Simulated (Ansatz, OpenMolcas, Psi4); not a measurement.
## From B(OH)3 to BF3: predicting a member

On one B centre, n of the OH ligands are replaced by F. The HOMO–LUMO gap y in eV at B3LYP/6-31G* (spherical functions). Shapes: PBE0-D4/def2-TZVP. Flexible molecules stand in one conformer, not always the lowest. Programs: Ansatz 0.2.0, OpenMolcas 26.06, Psi4 1.11. A level may come from different programs for different species; with the same settings they agree closely.

| molecule | n | y (eV) |
| --- | --- | --- |
| B(OH)3 | 0 | 10.25 |
| B(OH)2F | 1 | 10.56 |
| B(OH)F2 | 2 | ? |
| BF3 | 3 | 12.33 |

Question: Fit y = c + s·n to the known rows and predict B(OH)F2.

Answer: 
1. Means of the 3 rows: n = 1.33333, y = 11.047.
2. Σ(Δn)² = 4.6667, Σ(Δn·Δy) = 3.3633, so the slope is 3.3633/4.6667 = 0.7207.
3. Intercept: 11.047 − (0.7207) × 1.33333 = 10.086. The largest residual of the fit is 0.25.
4. B(OH)F2: 10.086 + (0.7207) × 2 = 11.53 eV.

The run gave 11.48 eV, so the prediction is off by +0.05 eV, within the largest residual. The step per swap drifts from +0.31 to +0.85 eV. Other levels give for B(OH)F2: HF/3-21G 20.97 eV. Orbital gaps aren't excitation energies, and the LUMO depends on the basis.
